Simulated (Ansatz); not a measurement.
Ansatz (a program for electronic structure) input:

Ansatz 0.2 input:
```yaml
crystal:
  periodic: [false, false, false]
  atoms:
    - {symbol: Sc, position_ang: [0.43927045, 0.01866351, -0.05521046]}
    - {symbol: F, position_ang: [-0.67931969, 1.11072508, -0.88016194]}
    - {symbol: F, position_ang: [-0.34564468, -1.15427328, 1.00898635]}
basis:
  gaussian:
    orbitals: def2-TZVP
hamiltonian:
  xc: b3lyp
  dispersion: d3bj
total_charge: 1
phonons: {temperatures: {t_min: 298.15, t_max: 298.15, t_step: 100}}
```

Q: Predict the final energy.

A: -960.37479 Eh (B3LYP-D3(BJ)/def2-TZVP). The basis has 107 functions.

The spin state was set by rule; other spins were not relaxed.
